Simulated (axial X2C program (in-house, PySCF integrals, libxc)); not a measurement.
**PBr⁻: bond constants with and without spin–orbit coupling**

Calculated with an in-house relativistic program for diatomic molecules. Spin-free means the one-electron spin-free X2C Hamiltonian; two-component (2c) means X2C with spin–orbit coupling and atomic mean-field two-electron Coulomb and Gaunt terms, so the difference of the two also holds small scalar two-electron terms. Basis: Br dyall-acv3z [9s10p7d5f1g], P dyall-av3z [9s8p3d2f] (cores contracted in-house); Gaussian nuclei, density fitting, unrestricted open shells. Masses: Br 78.918 u, P 30.974 u.

State, spin-free: M_S = 1/2, Λ = 1 (beyond evenly filled blocks: π+α, π+β, π-α); electrons by block: σα: 12, σβ: 12, π+α: 6, π+β: 6, π-α: 6, π-β: 5, δ+α: 1, δ+β: 1, δ-α: 1, δ-β: 1. Fragments: Br- + P.

State, 2c: Ω = 3/2 (⟨Sz⟩ = 0.50, ⟨Lz⟩ = 1.00 at PBE0); electrons by block: 1/2: 18, -1/2: 18, 3/2: 7, -3/2: 6, 5/2: 1, -5/2: 1. Fragments: Br- + P.

```json
{"Hamiltonian": "spin-free", "level": "PBE0", "Re (Å)": "2.313", "ωe (cm⁻¹)": "336.3", "ωexe (cm⁻¹)": "1.49", "αe (cm⁻¹)": "0.000863", "De (eV)": "0.717", "D0 (eV)": "0.696", "μ (D)": "-4.38"}
{"Hamiltonian": "spin-free", "level": "HF", "Re (Å)": "2.369", "ωe (cm⁻¹)": "302.6", "ωexe (cm⁻¹)": "1.75", "αe (cm⁻¹)": "0.000968", "De (eV)": "-0.699", "D0 (eV)": "-0.718", "μ (D)": "-3.74"}
{"Hamiltonian": "spin-free", "level": "MP2", "Re (Å)": "2.319", "ωe (cm⁻¹)": "338.1", "ωexe (cm⁻¹)": "1.37", "αe (cm⁻¹)": "0.000823", "De (eV)": "0.393", "D0 (eV)": "0.372", "μ (D)": "n/a"}
{"Hamiltonian": "spin-free", "level": "CCSD", "Re (Å)": "2.347", "ωe (cm⁻¹)": "318.5", "ωexe (cm⁻¹)": "1.46", "αe (cm⁻¹)": "0.00087", "De (eV)": "0.404", "D0 (eV)": "0.384", "μ (D)": "n/a"}
{"Hamiltonian": "spin-free", "level": "CCSD(T)", "Re (Å)": "2.349", "ωe (cm⁻¹)": "318.1", "ωexe (cm⁻¹)": "1.4", "αe (cm⁻¹)": "0.000856", "De (eV)": "0.491", "D0 (eV)": "0.472", "μ (D)": "n/a"}
{"Hamiltonian": "spin-free", "level": "PW91", "Re (Å)": "2.335", "ωe (cm⁻¹)": "321.9", "ωexe (cm⁻¹)": "1.45", "αe (cm⁻¹)": "0.000868", "De (eV)": "0.908", "D0 (eV)": "0.889", "μ (D)": "-4.59"}
{"Hamiltonian": "2c", "level": "PBE0", "Re (Å)": "2.312", "ωe (cm⁻¹)": "336.9", "ωexe (cm⁻¹)": "1.49", "αe (cm⁻¹)": "0.000865", "De (eV)": "0.743", "D0 (eV)": "0.722", "μ (D)": "-4.41"}
{"Hamiltonian": "2c", "level": "HF", "Re (Å)": "2.368", "ωe (cm⁻¹)": "303.1", "ωexe (cm⁻¹)": "1.8", "αe (cm⁻¹)": "0.000972", "De (eV)": "-0.679", "D0 (eV)": "-0.698", "μ (D)": "-3.75"}
{"Hamiltonian": "2c", "level": "MP2", "Re (Å)": "2.318", "ωe (cm⁻¹)": "339.2", "ωexe (cm⁻¹)": "1.47", "αe (cm⁻¹)": "0.00083", "De (eV)": "0.417", "D0 (eV)": "0.396", "μ (D)": "n/a"}
{"Hamiltonian": "2c", "level": "CCSD", "Re (Å)": "2.346", "ωe (cm⁻¹)": "319.1", "ωexe (cm⁻¹)": "1.49", "αe (cm⁻¹)": "0.000874", "De (eV)": "0.426", "D0 (eV)": "0.407", "μ (D)": "n/a"}
{"Hamiltonian": "2c", "level": "CCSD(T)", "Re (Å)": "2.347", "ωe (cm⁻¹)": "318.8", "ωexe (cm⁻¹)": "1.43", "αe (cm⁻¹)": "0.00086", "De (eV)": "0.515", "D0 (eV)": "0.495", "μ (D)": "n/a"}
{"Hamiltonian": "2c", "level": "PW91", "Re (Å)": "2.334", "ωe (cm⁻¹)": "322.4", "ωexe (cm⁻¹)": "1.45", "αe (cm⁻¹)": "0.00087", "De (eV)": "0.937", "D0 (eV)": "0.917", "μ (D)": "-4.63"}
```

Correlated methods: 13 electrons correlated (number of frozen shells: Br 3 s, 2 p, 1 d; P 2 s, 1 p), 245 virtual spin orbitals or spinors in MP2, 90 natural virtuals in coupled cluster.

Dipoles are positive if P is the positive end and refer to the centre of mass.

One determinant describes the state; a PBE0 search over occupations chose it and may have missed a lower one. Dissociation energies refer to the lowest single-determinant-based atoms at the same level and basis. Density functionals use the spin component along the axis (collinear). Coupled cluster ran in a truncated set of natural virtual spinors; the MP2 energy of the rest was added. (T) has no such correction and the atoms are truncated less, which lowers De at CCSD(T) by a hundredth of an eV or more. Without a current term, density functionals place determinants with orbital angular momentum somewhat too high. The atomic limit has a lower orbital projection than the molecule and lies lower at mean-field level, so De may be about a tenth of an eV too small. Some points did not converge and are left out. The highest occupied level of some functionals is positive through self-interaction error; at Hartree–Fock it is bound. The stretched end of a curve changes character and is left out. Hartree–Fock gets electron affinities wrong, so its lowest charge split need not be the true one.

Rough cost a point (2c) on 1 thread(s) of a shared host, integrals apart: PBE0 0.6 s, HF 1 s, CCSD(T) 7 s, PW91 0.3 s.

The whole task took 2.5 min on 1 thread of Arm Neoverse V1 (shared host).
